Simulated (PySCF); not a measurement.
Dipole moment and polarisability of Si(vinyl)3(NMe2)

Si(vinyl)3(NMe2), C₈H₁₅NSi.
Cartesian coordinates in Å at the PBE0-D3(BJ)/def2-SVP level; atoms count from 1:
```
atom  x, y, z in Å
Si1    0.0668    0.4243    0.0456
C2     0.1404    0.6769    1.9023
C3    -0.6278   -0.0024    2.7621
H4     0.8070    1.4503    2.3077
H5    -1.3188   -0.7779    2.4112
H6    -0.6084    0.1832    3.8423
C7     1.8100    0.4802   -0.6445
C8     2.9216    0.4442    0.1010
H9     1.9323    0.4719   -1.7373
H10    2.8811    0.4342    1.1966
H11    3.9249    0.4193   -0.3402
C12   -0.9588    1.7817   -0.7349
C13   -0.4644    2.7179   -1.5531
H14   -2.0236    1.8401   -0.4691
H15    0.5921    2.7270   -1.8452
H16   -1.0835    3.5239   -1.9637
N17   -0.7118   -1.1021   -0.2795
C18   -1.6579   -1.3099   -1.3438
C19   -0.1120   -2.3204    0.2045
H20   -1.2093   -1.8297   -2.2156
H21   -2.0608   -0.3529   -1.7047
H22   -2.5122   -1.9275   -1.0050
H23    0.6056   -2.1096    1.0116
H24   -0.8755   -3.0101    0.6131
H25    0.4329   -2.8690   -0.5909
```

Level: B3LYP/def2-SVPD (PySCF), static field, nuclei fixed, core orbitals frozen in the response. The polarisability tensor in these axes (au):

```
x   134.19   7.83   0.84
y     7.83 130.72 -13.43
z     0.84 -13.43 134.50
```

Problem. Give the principal values, the mean and the anisotropy Δα = √{½[(α1 − α2)² + (α2 − α3)² + (α1 − α3)²]}.

Solution. Principal values 116.58, 135.00 and 147.84 au; mean 133.14 au = 19.73 Å³ = 21.95 × 10⁻⁴⁰ C²·m²/J; Δα = 27.21 au (20 % of the mean).

Problem. What is the dipole moment, and where does it point?

Solution. (0.05, -0.12, -0.19) D, 0.23 D in size, pointing from the negative to the positive side. Measured along this direction, the outermost atoms are H6 at the negative end and H20 at the positive end.

Problem. What would n − 1 = 2πNα be for an ideal gas of these molecules at 273.15 K and 1 atm, electronic part alone?

Solution. N = p/kT = 2.6868 × 10¹⁹ cm⁻³, so n − 1 = 2π × N × 19.73 × 10⁻²⁴ cm³ = 3331 × 10⁻⁶ at long wavelengths.

Problem. Form Σ f/ω² (atomic units) for the 10 lowest TDDFT singlets, given as eV and f, and set it beside the mean polarisability, which is this sum over all singlets: 4.17, 0.0088; 4.63, 0.0193; 4.98, 0.0020; 5.55, 0.0138; 5.82, 0.0956; 6.00, 0.0206; 6.08, 0.0167; 6.13, 0.0166; 6.16, 0.0411; 6.19, 0.0012.

Solution. They add up to 5.43 au, 4.1 % of the 133.14 au; the largest single term is 2.09 au, from the state at 5.82 eV. Terms in order: 0.37, 0.67, 0.06, 0.33, 2.09, 0.42, 0.34, 0.33, 0.80, 0.02 au. Higher excitations give the rest. The strengths listed sum to 0.236.

Problem. Find the Langevin capture rate constant for H3O+ (19.018 u) meeting this molecule (153.097 u), k = 2.342 × 10⁻⁹ cm³/s × √(α in Å³ / reduced mass in u).

Solution. The reduced mass is 16.92 u, so k = 2.53 × 10⁻⁹ cm³/s.

Problem. What depolarisation ratio follows for Rayleigh scattering of linearly polarised light, taking the static tensor?

Solution. ρ = 3Δα²/(45ᾱ² + 4Δα²) = 2221.7/(797665 + 2962.2) = 0.00277.

Geometry: PBE0-D3(BJ)/def2-SVP, one conformer, isolated molecule.
